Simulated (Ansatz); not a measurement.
Mulliken charges of C3H3F3O (`O=CCC(F)(F)F`) from PBE/def2-TZVPP in Ansatz (PBE0-D4/def2-TZVP geometry).

```
atom   x (Å)   y (Å)   z (Å)  charge (e)
  O1  -2.075  -0.019  -1.339      -0.196
  C2  -0.904   0.040  -1.102       0.048
  C3  -0.364   0.412   0.259      -0.085
  C4   0.897  -0.330   0.616       0.364
  F5   1.881  -0.075  -0.259      -0.136
  F6   1.339   0.013   1.829      -0.126
  F7   0.702  -1.655   0.617      -0.131
  H8  -0.146  -0.150  -1.888       0.066
  H9  -0.123   1.480   0.251       0.098
 H10  -1.125   0.234   1.019       0.098
```

Task: By hand: the dipole of these point charges (1 e Å = 4.8032 D).

Result: Σ q r = (0.072, 0.234, 0.136) e Å, of length 0.280 e Å = 1.34 D.

Task: How does the dipole of the full density compare? (Best estimate.)

Result: Ansatz gave: (0.130, 0.256, 0.078) e Å, 1.43 D; the point charges give 0.94 times that, at 17° from its direction.

Point charges leave out the atoms' own dipoles, such as those of lone pairs, and Mulliken's split depends on the basis, so the close match here is no proof of good charges.
